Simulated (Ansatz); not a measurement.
Consider the substitution at a C–B bond: `CCB(C)F` + CH₃SH → `CCSC` + `CBF`.

Isolated molecules relaxed with PBE0-D4/def2-TZVP in Ansatz; ΔE leaves out vibrations. CCSD(T)/CBS is the MP2 limit (def2-TZVPP, def2-QZVPP) plus CCSD(T) − MP2 in def2-TZVPP, frozen cores. This one scheme is used for every species. DFT in def2-TZVPP. Each species was taken in one conformer, which may not be the lowest.

`CCB(C)F`:

Z-matrix (Å, degrees):
```
C
C 1 1.522
H 1 1.092 2 111.3
H 1 1.092 2 111.8 3 120.4
H 1 1.092 2 111.3 3 -119.1
B 2 1.565 1 116.9 3 59.7
H 2 1.100 1 110.9 3 -63.4
H 2 1.100 1 110.9 3 -177.5
F 6 1.338 2 118.3 1 0.5
C 6 1.564 2 124.9 1 -179.5
H 10 1.096 6 109.9 2 120.7
H 10 1.091 6 113.9 2 -1.1
H 10 1.095 6 110.1 2 -123.3
```

CH₃SH:

Z-matrix (Å, degrees):
```
C
S 1 1.806
H 1 1.089 2 111.5
H 1 1.089 2 111.5 3 -123.8
H 1 1.090 2 106.2 3 118.1
H 2 1.342 1 97.1 3 61.9
```

`CCSC`:

```xyz
12

C     0.007    1.117   -1.047
C     1.022    0.347   -0.225
S     0.640   -1.402    0.006
C    -0.796   -1.290    1.079
H    -0.971    1.135   -0.562
H     0.328    2.154   -1.178
H    -0.115    0.666   -2.034
H     1.164    0.804    0.759
H     1.997    0.348   -0.719
H    -0.560   -0.741    1.994
H    -1.647   -0.826    0.579
H    -1.069   -2.311    1.348
```

`CBF`:

Cartesian coordinates in Å:
```
C 0.141 -0.240 -0.629
B -0.184 0.297 0.792
F 0.630 1.154 1.392
H 1.071 0.148 -1.048
H -0.684 -0.001 -1.310
H 0.188 -1.335 -0.609
H -1.163 -0.022 1.412
```

| level | ΔE (kcal/mol) |
| --- | --- |
| r2SCANh-D4 | 11.5 |
| CAM-B3LYP-D4 | 11.3 |

Task: What does CCSD(T)/CBS give? (Best estimate.)

Result: Ansatz gave: +10.4 kcal/mol. The listed levels differ from it by 1.1, 0.9 kcal/mol.

Task: What do rigid-rotor, harmonic-oscillator terms from PBE0-D4/def2-TZVP frequencies (298.15 K, 1 bar) make of the CCSD(T)/CBS value? (Best estimate.)

Result: Ansatz gave: ΔZPE = +0.7 kcal/mol, ΔH = +10.9 kcal/mol, ΔS = -9 J/(mol·K), ΔG = +11.6 kcal/mol. Modes under 50 cm⁻¹ make the entropy rough.

Largest T1 diagnostic among the species: 0.012.

The D4 term adds −0.8 kcal/mol with B3LYP and −0.4 kcal/mol with PBE0; it sums over pairs of atoms, weighted by their polarisabilities, and B3LYP, whose exchange is more repulsive, gets the larger term. Leaving LDA and LC-ωPBE aside and taking each functional with its dispersion term where it has one, the values, not all of them listed here, spread over 2.5 kcal/mol, from revPBE-D4 to B97M-V.

B3LYP here is the variant with VWN-RPA as its local correlation; programs differ in this.
